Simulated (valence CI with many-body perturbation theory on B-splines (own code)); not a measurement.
## La42+: electric-dipole lines

Method: configuration interaction combined with many-body perturbation theory (CI+MBPT): five valence electrons over a frozen Dirac-Fock core [Ne], radial functions for each j: 9 s, 9 p, 8 d, 6 f, 3 g, 1 h, with the one-electron correlation potential Σ1, the two-electron term Σ2, the three-electron term Σ3, Breit, model QED; selected CI, second order for the rest (own B-spline code, finite nucleus).

No measured spectrum was set against this ion. As an estimate, large intervals hold to a few tenths of a per cent, small ones and those within an open d or f shell to about a per cent. Among the levels kept, up to 630 cm⁻¹ of a level comes from second order outside the variational space, and about a tenth of that is noise between levels of different J, which matters for small intervals.

Lines 101 to 150 of 207 in falling wavelength, among levels below 419.86 eV, chosen from the strongest by gf and those to the six lowest levels. Wavelengths and rates use the calculated energies. Electric multipoles are in the length gauge, E1 and E2 with the static RPA response of the core. Weak lines are less certain than strong ones. Lines between different terms over intervals too small for the method are left out, as are lines whose strength nearly cancels. The highest levels of a list are the least certain.

Levels are named by their leading jj configuration (3d3/2^4 stands for four electrons in 3d with j = 3/2), which in mixed levels can hold well under half, so a name can repeat and another be missing. Letters in brackets count levels of one name in rising energy.

| λ vac (nm) | Upper | Lower | A (s⁻¹) | S (a.u.) |
| --- | --- | --- | --- | --- |
| 7.548 | (3s^2 3p1/2 3p3/2 3d3/2) J=1/2 [a] | (3s^2 3p1/2 3p3/2^2) J=3/2 | 9.13e+08 | 3.88e-04 |
| 7.412 | (3s 3p1/2^2 3p3/2 3d3/2) J=5/2 [b] | (3s 3p1/2^2 3p3/2^2) J=3/2 | 4.44e+08 | 5.35e-04 |
| 7.356 | (3s^2 3p1/2 3p3/2 3d5/2) J=3/2 [a] | (3s^2 3p1/2 3p3/2^2) J=1/2 | 1.86e+08 | 1.46e-04 |
| 7.288 | (3s 3p1/2^2 3p3/2 3d3/2) J=1/2 [b] | (3s 3p1/2^2 3p3/2^2) J=3/2 | 1.97e+09 | 7.54e-04 |
| 7.261 | (3s 3p1/2^2 3p3/2 3d3/2) J=1/2 [b] | (3s 3p1/2^2 3p3/2^2) J=1/2 | 2.22e+09 | 8.39e-04 |
| 7.227 | (3s 3p1/2^2 3p3/2 3d5/2) J=5/2 | (3s 3p1/2^2 3p3/2^2) J=3/2 | 1.41e+09 | 1.58e-03 |
| 7.153 | (3s 3p1/2^2 3p3/2 3d3/2) J=3/2 [b] | (3s 3p1/2^2 3p3/2^2) J=5/2 | 7.91e+08 | 5.72e-04 |
| 7.130 | (3s^2 3p3/2^2 3d3/2) J=5/2 | (3s^2 3p3/2^3) J=3/2 | 2.52e+09 | 2.71e-03 |
| 6.983 | (3s^2 3p1/2 3p3/2 3d5/2) J=7/2 [a] | (3s^2 3p1/2 3p3/2^2) J=5/2 | 3.11e+08 | 4.18e-04 |
| 6.981 | (3s^2 3p1/2 3p3/2 3d3/2) J=3/2 [b] | (3s^2 3p1/2 3p3/2^2) J=1/2 | 3.22e+06 | 2.16e-06 |
| 6.978 | (3s 3p1/2^2 3p3/2 3d3/2) J=5/2 [a] | (3s^2 3p1/2^2 3d5/2) J=5/2 | 1.54e+08 | 1.54e-04 |
| 6.976 | (3s 3p1/2^2 3p3/2 3d5/2) J=3/2 | (3s 3p1/2^2 3p3/2^2) J=3/2 | 4.92e+09 | 3.30e-03 |
| 6.972 | (3s^2 3p1/2 3p3/2 3d3/2) J=1/2 [b] | (3s^2 3p1/2 3p3/2^2) J=1/2 | 5.22e+08 | 1.75e-04 |
| 6.952 | (3s 3p1/2^2 3p3/2 3d5/2) J=3/2 | (3s 3p1/2^2 3p3/2^2) J=1/2 | 2.80e+09 | 1.85e-03 |
| 6.918 | (3s 3p1/2^2 3p3/2 3d3/2) J=3/2 [a] | (3s^2 3p1/2^2 3d5/2) J=5/2 | 1.62e+09 | 1.06e-03 |
| 6.912 | (3s^2 3p1/2 3p3/2 3d5/2) J=3/2 [a] | (3s^2 3p1/2 3p3/2^2) J=5/2 | 6.88e+08 | 4.48e-04 |
| 6.837 | (3s^2 3p3/2^2 3d5/2) J=1/2 | (3s^2 3p3/2^3) J=3/2 | 2.29e+09 | 7.23e-04 |
| 6.807 | (3s^2 3p1/2 3p3/2 3d3/2) J=5/2 [b] | (3s^2 3p1/2 3p3/2^2) J=5/2 | 5.97e+07 | 5.58e-05 |
| 6.775 | (3s 3p1/2^2 3p3/2 3d3/2) J=7/2 | (3s^2 3p1/2^2 3d5/2) J=5/2 | 2.78e+09 | 3.41e-03 |
| 6.680 | (3s^2 3p1/2 3p3/2 3d5/2) J=5/2 [a] | (3s^2 3p1/2 3p3/2^2) J=5/2 | 1.16e+10 | 1.02e-02 |
| 6.591 | (3s^2 3p1/2 3p3/2 3d5/2) J=3/2 [a] | (3s^2 3p1/2 3p3/2^2) J=3/2 | 7.61e+09 | 4.30e-03 |
| 6.580 | (3s^2 3p1/2 3p3/2 3d3/2) J=3/2 [b] | (3s^2 3p1/2 3p3/2^2) J=5/2 | 8.64e+08 | 4.86e-04 |
| 6.537 | (3s^2 3p3/2^2 3d3/2) J=3/2 [b] | (3s^2 3p3/2^3) J=3/2 | 5.72e+09 | 3.15e-03 |
| 6.518 | (3s 3p1/2^2 3p3/2 3d5/2) J=5/2 | (3s 3p1/2^2 3p3/2^2) J=5/2 | 1.77e+10 | 1.45e-02 |
| 6.496 | (3s^2 3p1/2^2 3d5/2) J=5/2 | (3s^2 3p1/2^2 3p3/2) J=3/2 | 2.27e+10 | 1.85e-02 |
| 6.495 | (3s^2 3p1/2 3p3/2 3d3/2) J=5/2 [b] | (3s^2 3p1/2 3p3/2^2) J=3/2 | 1.31e+10 | 1.07e-02 |
| 6.379 | (3s^2 3p1/2 3p3/2 3d5/2) J=5/2 [a] | (3s^2 3p1/2 3p3/2^2) J=3/2 | 3.31e+06 | 2.54e-06 |
| 6.327 | (3s 3p1/2^2 3p3/2 3d3/2) J=3/2 [b] | (3s^2 3p1/2^2 3d5/2) J=5/2 | 5.05e+09 | 2.53e-03 |
| 6.313 | (3s 3p1/2^2 3p3/2 3d5/2) J=3/2 | (3s 3p1/2^2 3p3/2^2) J=5/2 | 7.24e+09 | 3.60e-03 |
| 6.288 | (3s^2 3p1/2 3p3/2 3d3/2) J=3/2 [b] | (3s^2 3p1/2 3p3/2^2) J=3/2 | 5.25e+08 | 2.58e-04 |
| 6.281 | (3s^2 3p1/2 3p3/2 3d5/2) J=3/2 [b] | (3s^2 3p1/2 3p3/2^2) J=1/2 | 4.40e+10 | 2.15e-02 |
| 6.280 | (3s^2 3p1/2 3p3/2 3d3/2) J=1/2 [b] | (3s^2 3p1/2 3p3/2^2) J=3/2 | 4.78e+08 | 1.17e-04 |
| 6.226 | (3s^2 3p1/2 3p3/2 3d5/2) J=1/2 | (3s^2 3p1/2 3p3/2^2) J=1/2 | 7.04e+10 | 1.68e-02 |
| 6.226 | (3s 3p1/2^2 3p3/2 3d5/2) J=7/2 | (3s 3p1/2^2 3p3/2^2) J=5/2 | 6.94e+10 | 6.62e-02 |
| 6.084 | (3s^2 3p1/2 3p3/2 3d5/2) J=7/2 [b] | (3s^2 3p1/2 3p3/2^2) J=5/2 | 1.46e+11 | 1.30e-01 |
| 6.038 | (3s 3p1/2^2 3p3/2 3d3/2) J=5/2 [a] | (3s^2 3p1/2^2 3d3/2) J=3/2 | 4.82e+08 | 3.14e-04 |
| 6.023 | (3s^2 3p1/2 3p3/2 3d5/2) J=5/2 [b] | (3s^2 3p1/2 3p3/2^2) J=5/2 | 1.29e+10 | 8.34e-03 |
| 5.994 | (3s 3p1/2^2 3p3/2 3d3/2) J=3/2 [a] | (3s^2 3p1/2^2 3d3/2) J=3/2 | 3.61e+09 | 1.54e-03 |
| 5.970 | (3s 3p1/2^2 3p3/2 3d3/2) J=1/2 [a] | (3s^2 3p1/2^2 3d3/2) J=3/2 | 5.69e+08 | 1.20e-04 |
| 5.962 | (3s 3p1/2 3p3/2^3) J=3/2 [a] | (3s^2 3p1/2 3p3/2^2) J=1/2 | 3.79e+10 | 1.59e-02 |
| 5.955 | (3s^2 3p1/2 3p3/2 3d5/2) J=3/2 [b] | (3s^2 3p1/2 3p3/2^2) J=5/2 | 2.50e+10 | 1.04e-02 |
| 5.945 | (3s 3p1/2^2 3p3/2 3d3/2) J=5/2 [b] | (3s^2 3p1/2^2 3d5/2) J=5/2 | 2.54e+09 | 1.58e-03 |
| 5.850 | (3s^2 3p3/2^2 3d5/2) J=3/2 | (3s^2 3p3/2^3) J=3/2 | 2.90e+11 | 1.15e-01 |
| 5.825 | (3s 3p1/2^2 3p3/2 3d5/2) J=5/2 | (3s^2 3p1/2^2 3d5/2) J=5/2 | 5.71e+10 | 3.34e-02 |
| 5.807 | (3s 3p1/2^2 3p3/2^2) J=5/2 | (3s^2 3p1/2^2 3p3/2) J=3/2 | 9.22e+10 | 5.35e-02 |
| 5.778 | (3s^2 3p1/2 3p3/2 3d5/2) J=5/2 [b] | (3s^2 3p1/2 3p3/2^2) J=3/2 | 2.65e+11 | 1.51e-01 |
| 5.715 | (3s^2 3p1/2 3p3/2 3d5/2) J=3/2 [b] | (3s^2 3p1/2 3p3/2^2) J=3/2 | 3.79e+10 | 1.40e-02 |
| 5.669 | (3s^2 3p1/2 3p3/2 3d5/2) J=1/2 | (3s^2 3p1/2 3p3/2^2) J=3/2 | 8.28e+10 | 1.49e-02 |
| 5.667 | (3s 3p1/2 3p3/2^3) J=3/2 [a] | (3s^2 3p1/2 3p3/2^2) J=5/2 | 3.07e+10 | 1.10e-02 |
| 5.661 | (3s 3p1/2^2 3p3/2 3d5/2) J=3/2 | (3s^2 3p1/2^2 3d5/2) J=5/2 | 2.95e+10 | 1.06e-02 |
